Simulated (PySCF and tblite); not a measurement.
Results of a calculation; reference values are marked as such.
dibromomethane, CH2Br2, numbered as in [Br:1][CH2:2][Br:3].

Classical Langevin dynamics with GFN2-xTB (tblite), gas phase: time step 1.5 fs, H mass 4 u, friction 0.005 fs⁻¹, 400 steps to settle and 8000 to sample, one trajectory a temperature from the lowest conformer.

GIAO shieldings at KT2/pcSseg-1 (PySCF) on 17 frames a temperature; like atoms are averaged, and of two unlike H on one atom a is the less shielded at the minimum.

Problem. How far do thermal motions move the shieldings from their values at the minimum?

Solution. 
```
 signal  σ at minimum (ppm)     Δσ, 150 K     Δσ, 300 K      Δσ, 600 K
Br1/Br3              1953.0   -19.0 ± 9.8  -38.8 ± 15.9  -108.8 ± 29.7
     C2               120.5     0.4 ± 1.0    -2.9 ± 1.3     -3.2 ± 2.4
     H2               25.62  -0.07 ± 0.10  -0.20 ± 0.10   -0.25 ± 0.24
```

Errors are standard errors over frames. Zero-point motion is missing, and a reference compound would move too.

Problem. What do the single frames at 150 K give for H2?

Solution. 
| t (fs) | V above the minimum, tight binding (kcal/mol) | E above it, DFT (kcal/mol) | torsions (°) | σ (ppm) |
| --- | --- | --- | --- | --- |
| 952 | 1.9 | 2.3 | none | 26.00 |
| 1658 | 1.0 | 1.1 | none | 24.91 |
| 2364 | 0.7 | 1.1 | none | 25.37 |
| 3070 | 1.5 | 1.6 | none | 25.25 |
| 3776 | 1.3 | 1.6 | none | 25.99 |
| 4482 | 1.2 | 1.3 | none | 25.26 |
| 5188 | 0.4 | 0.5 | none | 25.66 |
| 5894 | 1.4 | 1.4 | none | 24.95 |
| 6600 | 1.0 | 0.7 | none | 25.71 |
| 7306 | 0.7 | 0.9 | none | 25.66 |
| 8012 | 1.9 | 2.7 | none | 25.49 |
| 8718 | 1.5 | 1.5 | none | 26.38 |
| 9424 | 0.6 | 0.5 | none | 25.53 |
| 10130 | 2.2 | 2.4 | none | 24.86 |
| 10836 | 1.1 | 1.2 | none | 25.83 |
| 11542 | 0.5 | 0.6 | none | 25.65 |
| 12248 | 1.8 | 1.8 | none | 25.84 |

Spin–orbit effects of the heavy atoms on shieldings are missing. Changes within two standard errors are not significant.

The study took 6.3 min on 1 thread of Arm Neoverse V2 (shared host) (rough), peak memory 0.51 GiB, launched as `OMP_NUM_THREADS=1 python ens_run.py task.json out`.
